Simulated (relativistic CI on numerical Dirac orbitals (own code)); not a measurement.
## One change at a time: Ta IV

Base calculation: Dirac-Coulomb-Breit CI, KLI orbitals optimised for each configuration, a model potential for QED, valence Slater integrals scaled by 0.85, P86 correlation energy added to each configuration.

Configurations in the expansion (outside the closed core [Kr] 4d10 5s2): 4f14 5p6 5d2, 4f14 5p6 5d 6s, 4f14 5p6 6s2, 4f14 5p6 5d 6p, 4f14 5p6 5d 5f, 4f14 5p6 6s 6p, 4f14 5p6 5d 5g, 4f14 5p6 5d 6d, 4f14 5p6 5d 7s, 4f14 5p6 5f2, 4f14 5p6 5d 7p, 4f14 5p6 6p2, 4f14 5p5 5d3, 4f14 5p6 5d 8s, 4f14 5p6 5d 7d, 4f14 5p6 6s 7s, 4f13 5p6 5d3, 4f14 5p6 5d 6f, 4f14 5p6 5d 8p, 4f14 5p6 5f 6s, 4f14 5p6 5g2, 4f13 5p6 5d2 6s, 4f14 5p6 5g 6s, 4f14 5p6 6p 7s, 4f14 5p6 5f 6p, 4f14 5p5 5d2 5f, 4f13 5p6 5d2 6p, 4f14 5p5 5d2 5g, 4f14 5p6 5f 5g. Double excitations out of closed p, d and f shells are left out; levels of such configurations are missing from the list, as are those of other unlisted configurations, and high levels can miss mixing partners. These lack a partner that the ground configuration has and come out too high: 4f13 5p6 5d2 6s, 4f14 5p5 5d2 5f, 4f13 5p6 5d2 6p, 4f14 5p5 5d2 5g.

Variants: (1) self-excluded LDA correlation estimate; (2) valence Slater integrals scaled by 0.75; (3) configuration mixing switched off; (4) one mean potential for all configurations. Shifts of the energy above 4f14 5p6 5d2 3F_2, in cm⁻¹, for the lowest level and the first level of each name with at least 55 % of one term (blank where a level changes its place among those of its configuration and J or its character, or is not in the variant):

| Level | Base | Δ(1) | Δ(2) | Δ(3) | Δ(4) |
| --- | --- | --- | --- | --- | --- |
| 4f14 5p6 5d2 3F_2 | 0.0 | 0.0 | 0.0 | 0.0 | 0.0 |
| 4f14 5p6 5d2 3F_3 | 3859.3 | -0.5 | +41.9 | -103.2 | -118.6 |
| 4f14 5p6 5d2 3F_4 | 7475.8 | -0.2 | -37.4 | -92.9 | -202.9 |
| 4f14 5p6 5d2 1D_2 | 10374.6 | +6.7 | -625.5 | +1102.9 | -138.0 |
| 4f14 5p6 5d2 3P_0 | 11165.3 | +2.2 | -1137.9 | +73.8 | -63.6 |
| 4f14 5p6 5d2 3P_1 | 13158.2 | +0.3 | -1038.7 | -88.4 | -144.8 |
| 4f14 5p6 5d2 3P_2 | 16693.1 | +3.2 | -896.3 | +530.5 | -263.8 |
| 4f14 5p6 5d2 1G_4 | 17432.2 | +1.6 | -1292.4 | +179.1 | -184.2 |
| 4f14 5p6 5d 6s 3D_1 | 32563.1 | +179.6 | -541.4 | -631.4 | -134.6 |
| 4f14 5p6 5d 6s 3D_2 | 34028.1 | +179.4 | -610.5 | -697.8 | -121.8 |
| 4f14 5p6 5d2 1S_0 | 34403.6 | +34.6 | -2985.6 | +2484.2 | -238.7 |
| 4f14 5p6 5d 6s 3D_3 | 37946.3 | +179.6 | -511.1 | -609.8 | -132.7 |
| 4f14 5p6 5d 6s 1D_2 | 45030.6 | +185.0 | -1500.1 | -1055.0 | +26.6 |
| 4f14 5p6 6s2 1S_0 | 75659.2 | +483.5 | -566.9 | +555.5 | +1966.8 |
| 4f14 5p6 5d 6p 3F°_2 | 81601.1 | +1000.5 | -409.8 | -892.9 | +250.8 |
| 4f14 5p6 5d 6p 3D°_1 | 84880.4 | +1004.7 | -663.3 | +243.1 | +435.9 |
| 4f14 5p6 5d 6p 3F°_3 | 89230.9 | +1002.6 | -558.6 | -678.8 | +352.9 |
| 4f14 5p6 5d 6p 3D°_3 | 94814.0 | +1005.5 | -753.3 | -540.6 | +484.4 |
| 4f14 5p6 5d 6p 3P°_1 | 95241.9 | +1000.9 | -919.6 | +61.5 | +494.8 |
| 4f14 5p6 5d 6p 3P°_0 | 96380.5 | +999.4 | -1020.1 | -397.6 | +482.9 |
| 4f14 5p6 5d 6p 3F°_4 | 98089.7 | +1001.3 | -622.5 | -1077.3 | +379.0 |
| 4f14 5p6 5d 6p 3P°_2 | 99864.3 | +1001.8 | -915.9 | -881.8 | +455.1 |

Correlation outside the listed configurations is missing or only estimated: errors of thousands of cm⁻¹ between configurations and terms are usual at this charge. Rates and lifetimes follow the computed energies and can be off by large factors. The fine structure of a lone outer electron comes out too small, for d and f at times inverted, and misplaced configurations move strength between like terms.

Ionisation energy from the two ground configurations alone: base 35.99 eV; self-excluded LDA correlation estimate 36.3 eV; valence Slater integrals scaled by 0.75 35.91 eV. The NIST ASD value (theoretical) is 35 eV. The gap of more than 2 % comes from missing correlation, or from a tabulated value that is itself an estimate.

LS names give the leading component of a level, which can be under half, so a name can repeat, a term be missing and a line seem to break the LS rules.
